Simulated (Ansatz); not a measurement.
Cost and result for the atomization energy of C$_{2}$H$_{8}$FGaSi, SMILES `C[Si](C)(F)[GaH2]` (13 atoms, 12 bonds).

```xyz
13

C    -1.715    0.072    0.476
Si   -0.072    0.310   -0.381
C     0.525   -1.317   -1.079
F    -0.337    1.292   -1.639
Ga    1.573    1.311    1.095
H    -2.440   -0.378   -0.209
H    -2.129    1.019    0.831
H    -1.605   -0.592    1.338
H    -0.231   -1.745   -1.743
H     1.448   -1.197   -1.651
H     0.717   -2.032   -0.275
H     2.006    0.556    2.413
H     2.260    2.701    0.825
```

The species carries charge 0 and has multiplicity 1. Correlated methods include outer-core shells of Ga, which these sets cover unevenly. Scalar relativity is left out up to krypton. The geometry is a stationary point of PBE0-D4/def2-TZVP. Program: Ansatz. All runs use 2 threads of an AMD EPYC 7R13 on a shared host and a share of an NVIDIA H100 80 GB. Times are those of one run each, without the atoms' runs, and a repeat can differ threefold. Electronic energies, without spin–orbit coupling; frozen cores. CCSD(T)/CBS adds CCSD(T) − MP2 in def2-TZVPP to the MP2 limit, and its time is that of the two runs behind it. T1 = 0.012. With those shells the extrapolation isn't a true limit. B3LYP takes the VWN-RPA correlation (the form of Gaussian; ORCA's B3LYP/G). HSE06 is the plane-wave form, built on full-range PBE exchange.

CCSD(T)/CBS is a level of theory with its own doubt, some kJ/mol a heavy atom from the limit and from the frozen cores, so smaller differences don't rank the functionals.

```json
{"level": "LDA (SPW92)/def2-TZVPP", "functions": "295", "wall time": "4.1 s"}
{"level": "B3LYP-D4/def2-TZVPP (with forces)", "functions": "295", "wall time": "4.2 s"}
{"level": "BHLYP-D4/def2-TZVPP", "functions": "295", "wall time": "4.5 s"}
{"level": "HSE06-D4/def2-TZVPP", "functions": "295", "wall time": "4.9 s"}
{"level": "CAM-B3LYP-D4/def2-TZVPP", "functions": "295", "wall time": "6 s"}
{"level": "BLYP-D4/def2-TZVPP", "functions": "295", "wall time": "6.5 s"}
{"level": "CCSD(T)/def2-SVP", "functions": "132", "wall time": "7 s"}
{"level": "r2SCANh-D4/def2-TZVPP", "functions": "295", "wall time": "8 s"}
{"level": "ωB97X-V/def2-TZVPP", "functions": "295", "wall time": "8 s"}
{"level": "CCSD(T)/def2-TZVPP", "functions": "295", "wall time": "8.5 s"}
{"level": "PBE-QIDH/def2-TZVPP", "functions": "295", "wall time": "10 s"}
{"level": "MP2/def2-QZVPP", "functions": "570", "wall time": "10 s"}
{"level": "CCSD(T)/CBS(def2)", "functions": "–", "wall time": "19 s"}
```

Q: What atomization energy does each give, and how far from CCSD(T)/CBS? (An estimate is asked.)

A: Ansatz gave: 
```csv
level,atomization (kJ/mol),difference from CCSD(T)/CBS,per bond
LDA (SPW92)/def2-TZVPP,5069.7,543.2,45.3
B3LYP-D4/def2-TZVPP (with forces),4500.4,-26.1,-2.2
BHLYP-D4/def2-TZVPP,4422.4,-104.1,-8.7
HSE06-D4/def2-TZVPP,4503.7,-22.8,-1.9
CAM-B3LYP-D4/def2-TZVPP,4531.0,4.5,0.4
BLYP-D4/def2-TZVPP,4465.0,-61.5,-5.1
CCSD(T)/def2-SVP,4265.9,-260.6,-21.7
r2SCANh-D4/def2-TZVPP,4512.3,-14.2,-1.2
ωB97X-V/def2-TZVPP,4534.4,7.9,0.7
CCSD(T)/def2-TZVPP,4430.0,-96.5,-8.0
PBE-QIDH/def2-TZVPP,4494.4,-32.1,-2.7
MP2/def2-QZVPP,4521.9,-4.6,-0.4
CCSD(T)/CBS(def2),4526.5,0.0,0.0
```

From PBE to PBE0 (25 % exact exchange), in def2-TZVPP and without D4, the atomization energy moves by −34.0 kJ/mol: exact exchange takes away binding that semilocal exchange gives to molecules. At CCSD(T), def2-SVP lies −260.5 kJ/mol from the extrapolated value and def2-TZVPP −96.5 kJ/mol: correlation converges slowly with the basis, and small sets miss more of it in the bonded molecule than in its fragments. The D4 term adds +45.7 kJ/mol with B3LYP and +24.3 kJ/mol with PBE0; it sums over pairs of atoms, weighted by their polarisabilities, and B3LYP, whose exchange is more repulsive, gets the larger term.
